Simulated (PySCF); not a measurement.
C3H5O, SMILES C(C)(=[CH])O, multiplicity 2. The structure is a stationary point at PBE-D3(BJ)/def2-SVP. The isomer is the one that the SMILES or the coordinates give; other isomers of the formula were not compared. Other conformers were not sampled.

Method: PBE-D3(BJ)/def2-SVP in PySCF.

Harmonic wavenumbers (cm⁻¹): 173, 378, 426, 432, 480, 505, 720, 883, 965, 1005, 1149, 1271, 1339, 1391, 1394, 1665, 2972, 3048, 3106, 3219, 3684. Rotational constants (GHz): 10.73, 9.124, 5.090; symmetry number 1.

Work out the zero-point energy and the ideal-gas rigid-rotor harmonic-oscillator thermochemistry at 298.15 K and 1 atm.

ZPE = ½ Σ hcν = ½ × 30207 cm⁻¹ = 180.68 kJ/mol. H − E(el) = 196.53 kJ/mol. Entropy in J/(mol K): translation 159.19, rotation 100.34, vibration 30.57, spin 5.76, total 295.86. G − E(el) = 108.32 kJ/mol. Cp = 81.95 J/(mol K).
